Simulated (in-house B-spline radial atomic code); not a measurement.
**RPA and G0W0 on HSE06: the calcium ion Ca⁺**

Configuration [Ar] 4s1, highest spin, mean-field start HSE06. Computed with a B-spline radial code for spherical atoms: all electrons, scalar-relativistic (spin-free one-electron X2C), finite nucleus, each spin shell either full or empty, empty states to l = 9 with an (l + 1/2)⁻⁴ tail; G0W0 by contour deformation at full frequency.

RPA overbinds a lone outer s electron by self-correlation, and G0W0 tends to as well.

Command:
```bash
python run_gw.py task.json out
```
Settings (radii: box in bohr, nucleus in fm):
```
Z                        20
electrons                19
configuration            [Ar] 4s1
hamiltonian              x2c
method                   hse06
lmax                     9
rms_radius               3.4776
spin_polarised           True
box_radius               23.78
intervals                71
ion_configuration        [Ne] 3s2 3p6
```

Run time, properties included: 4.6 s on 1 thread of Arm Neoverse V1, with other jobs on the host.

Energies (hartree):

```json
{"term": "mean-field total", "value": "-680.08806"}
{"term": "Hartree-Fock functional on these orbitals", "value": "-679.44103"}
{"term": "direct second order", "value": "-1.3542"}
{"term": "second-order exchange", "value": "0.46596"}
{"term": "SOSEX correction", "value": "0.41887"}
```

(1) What is the RPA correlation energy, and what remains with SOSEX?

Quasi-particle levels (eV):

```json
{"level": "4s up", "occupied": "yes", "mean field": "-9.615", "Σx - vxc": "-1.74", "Σc": "?", "QP weight": "?", "G0W0": "?"}
{"level": "4s down", "occupied": "no", "mean field": "-7.681", "Σx - vxc": "3.23", "Σc": "-1.92", "QP weight": "0.794", "G0W0": "-6.368"}
```

G0W0 = mean field + (Σx - vxc) + Σc, with Σc (partial-wave tail included) taken at the quasi-particle energy. Only the outer levels were computed. Levels of low weight are left out.

(2) Where does G0W0 put 4s up?

(3) What does it cost to remove one electron (to [Ne] 3s2 3p6) by differences of total energies, each species on its own start (correlation terms add to the Hartree-Fock functional)?

Answers

(1) RPA gives -1.1665 hartree (-1.67 eV per electron); RPA + SOSEX gives -0.7476, and the second-order doubles -0.88828 hartree (no singles). SOSEX takes back 36 % of the RPA value.

(2) At -12.341 eV, with Σc = -0.98 eV and a quasi-particle weight of 0.911. The tabulated removal energy is 11.872 eV (NIST, measured); the calculation leaves out spin-orbit coupling, Breit and QED terms, and what these don't explain is the method's own error.

(3) HSE06 11.940 eV, Hartree-Fock functional 11.332 eV, + RPA 12.344 eV, + RPA + SOSEX 11.780 eV, + second order 12.121 eV. Tabulated: 11.872 eV (NIST, measured); the calculation leaves out spin-orbit coupling, Breit and QED terms, and what these don't explain is the method's own error.
